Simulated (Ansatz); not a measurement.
**A barrier at the coupled-cluster level**

Start structure (CH₇ClGe, singlet), relaxed at PBE0-D4/def2-TZVP:

Ge1  (-0.540, -0.329, -0.981)
H2  (0.177, 1.001, -1.326)
H3  (-0.103, -1.364, -2.030)
H4  (-2.051, -0.080, -1.109)
C5  (-0.063, -0.897, 0.822)
H6  (1.003, 2.048, 0.044)
Cl7  (1.490, 2.647, 1.072)
H8  (-0.567, -1.835, 1.061)
H9  (-0.360, -0.142, 1.549)
H10  (1.014, -1.049, 0.898)
(Å)

The step: CH₆Ge ([CH3][GeH3]) + HCl → CH₅ClGe ([CH3][GeH2][Cl]) + H₂; bonds formed: Ge1–Cl7, H2–H6; bonds broken: Ge1–H2, H6–Cl7. Ansatz 0.2.0; basis: def2-TZVPP and def2-QZVPP; cores frozen in the correlated methods. Filled d shells of the heavier atoms are correlated. The def2 sets are not built for correlating such inner shells, so the correlated values are less sure here. Extrapolation: Hartree–Fock as exp(−7.88 √X), correlation as X^−2.97. Energies below are by CCSD(T) at an estimated basis limit (MP2 extrapolated from triple and quadruple zeta, plus CCSD(T) − MP2 in triple zeta).

(1) What are the electronic barrier and the energy of the step, from the start structure to the end structure? (Judge from chemistry; the value comes from the calculation.)

No T1 diagnostic of these runs exceeds 0.012.

Results:

(1) By the calculation: Barrier 39.57 kcal/mol; step energy -13.34 kcal/mol (downhill); reverse barrier, their difference, 52.91 kcal/mol. Barrier and step energy count from the start structure, the reverse barrier from the end structure.

The saddle point: One imaginary mode of 848i cm⁻¹.
| pair | start (Å) | saddle (Å) | end (Å) |
| --- | --- | --- | --- |
| Ge1–Cl7 | 4.15 | 2.66 | 2.17 |
| H2–H6 | 1.91 | 0.87 | 0.75 |
| Ge1–H2 | 1.55 | 1.85 | 3.84 |
| H6–Cl7 | 1.29 | 1.79 | 3.11 |

Zero-point energy (harmonic, PBE0-D4): ZPE is 42.40 kcal/mol at the start and 42.15 kcal/mol at the saddle, so the barrier goes from 39.57 to 39.31 kcal/mol.

Labels in which every atom is bracketed show which atoms are joined, not bond orders.

For scale, one of the runs: CCSD(T)/def2-TZVPP, 219 basis functions, launched by `ansatz run in.yaml --threads 4 --pin off --events-out ev --progress --plain --max-ram 9574MiB`. The run took 100 s on 4 CPU threads of an Intel Xeon (shared host), with 3.2 GiB of host memory at its peak.
